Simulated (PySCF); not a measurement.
B3LYP has the VWN-RPA correlation part, as in Gaussian. Excitations are Tamm–Dancoff values on a coarser integration grid. The basis has no diffuse functions, so Rydberg states are missing or too high.

Z-matrix (Å, degrees):
```
Si
F 1 1.5916
F 1 1.5916 2 107.97
H 1 1.4697 2 108.50 3 117.40
H 1 1.4697 4 114.69 3 121.47
```
Charge 0, spin multiplicity 1.

Task: What brightest of the four lowest singlets (TDA), S1–T1 gap (TDA) and HOMO does B3LYP-D3(BJ)/def2-TZVP run with PySCF give?

Result: 
| Property | Value |
|---|---|
| brightest of the four lowest singlets (TDA) | 10.70 eV |
| S1–T1 gap (TDA) | 0.54 eV |
| HOMO | -9.72 eV |
